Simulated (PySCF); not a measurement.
Bond length, frequency and bond energy of BiP by level of theory

State: ¹Σ⁺ (singlet), closed shell. Set-up: Bi def2-SVPD with ECP60, P def2-SVPD; scalar-relativistic core potentials (PySCF 2.14). De refers to Bi + P in their high-spin ground configurations, without counterpoise correction. A positive dipole means Bi(−)P(+).

```csv
Level,Re (Å),ωe (cm⁻¹),De (eV),μ (D)
RHF,2.241,539,-0.50,-2.27
RHF-MP2,2.373,371,2.75,n/a
RHF-SCS-MP2,2.362,386,2.65,n/a
RHF-CCSD,2.313,454,2.07,n/a
RHF-CCSD(T),2.340,423,2.47,n/a
PBE,2.312,454,3.51,-2.04
r²SCAN,2.293,473,2.88,-2.12
B3LYP,2.298,468,3.18,-2.01
PBE0,2.278,488,2.91,-2.14
HSE06,2.283,483,3.01,-2.12
BHandHLYP,2.263,505,2.49,-2.10
B2PLYP,2.331,423,3.15,-2.19
```

Which functional lies closest to RHF-CCSD(T) in De, which farthest, and by how much do they differ from it?

Closest is BHandHLYP (-7.7 pm in Re, +19.4 % in ωe, +0.02 eV in De against RHF-CCSD(T) in the same basis), farthest PBE (-2.8 pm in Re, +7.3 % in ωe, +1.04 eV in De). CCSD(T) converges more slowly with the basis than the functionals do and binds too weakly in this one, so the order can change at the basis-set limit.

What does all correlation do here, going from RHF to RHF-CCSD(T)?

RHF-CCSD(T) less RHF: +9.9 pm in Re, -21.5 % in ωe, +2.97 eV in De. Correlation nearly always deepens the well. The bond lengthens, as in strong covalent bonds, where excitations into antibonding orbitals dominate.

Correlated steps freeze 9 core orbitals. Correlated levels converge slowly with the basis: in double zeta they bind strong bonds too weakly, by up to about 1 eV, and carry superposition errors of some tenths. Spin–orbit coupling is left out, which matters for elements this heavy, above all for dissociation energies. Where the molecule has an RHF reference, its open-shell atoms are computed with UHF. B2PLYP dipoles, levels and charges come from its SCF part alone. A negative De means that the minimum lies above the separated atoms at that level.
